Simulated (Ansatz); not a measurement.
C2H8O3Si2 can be A, `C=C[SiH](O)[SiH](O)O`, or B, `O[SiH2]/C=C\[SiH](O)O`.

Computed with Ansatz on PBE0-D4/def2-TZVP structures; ΔE is electronic, products minus reactants. CCSD(T)/CBS is the MP2 limit (def2-TZVPP, def2-QZVPP) plus CCSD(T) − MP2 in def2-TZVPP, frozen cores. DFT in def2-TZVPP. B3LYP here is the variant with VWN-RPA as its local correlation; programs differ in this. One conformer a species, not always the lowest.

A:

Z-matrix (Å, degrees):
```
Si
C 1 1.859
Si 1 2.351 2 116.8
O 1 1.668 2 112.9 3 114.0
H 1 1.495 2 107.3 3 -126.2
C 2 1.332 1 123.7 3 -7.8
H 2 1.091 1 118.4 3 171.0
O 3 1.652 1 107.9 2 21.1
O 3 1.647 1 105.4 2 142.4
H 3 1.487 1 116.7 2 -101.7
H 4 0.958 1 118.5 2 62.0
H 6 1.087 2 121.8 1 178.9
H 6 1.086 2 121.7 1 -1.0
H 8 0.959 3 117.2 1 -178.7
H 9 0.962 3 114.4 1 -27.5
```

B:

Z-matrix (Å, degrees):
```
Si
C 1 1.867
O 1 1.637 2 112.9
H 1 1.485 2 109.0 3 -118.6
H 1 1.491 2 106.9 3 124.5
C 2 1.338 1 128.6 3 -3.6
H 2 1.094 1 114.4 3 177.0
H 3 0.968 1 116.3 2 49.5
Si 6 1.853 2 129.3 1 0.7
H 6 1.092 2 117.7 1 -179.9
O 9 1.645 6 108.0 2 -167.3
O 9 1.659 6 107.9 2 -49.5
H 9 1.487 6 114.0 2 72.7
H 11 0.957 9 117.4 6 -126.7
H 12 0.959 9 116.8 6 -160.3
```

Q: Which is lower in electronic energy at CCSD(T)/CBS, and by how much? (Best estimate.)

A: Ansatz gave: B, by 5.7 kcal/mol.

Q: Give E(B) − E(A) in kcal/mol with HF/def2-TZVPP, PBE0-D4, ωB97M-V, B3LYP, B3LYP-D4, CCSD(T)/def2-TZVPP, r2SCAN-D4. (Best estimate.)

A: Computed: HF/def2-TZVPP -6.1, PBE0-D4 -4.2, ωB97M-V -6.7, B3LYP -5.0, B3LYP-D4 -5.7, CCSD(T)/def2-TZVPP -6.1, r2SCAN-D4 -6.0. None reverses the order clearly.

Largest T1 diagnostic: 0.012.

From PBE to PBE0 (25 % exact exchange), in def2-TZVPP and without D4, E(B) − E(A) moves by −0.9 kcal/mol.
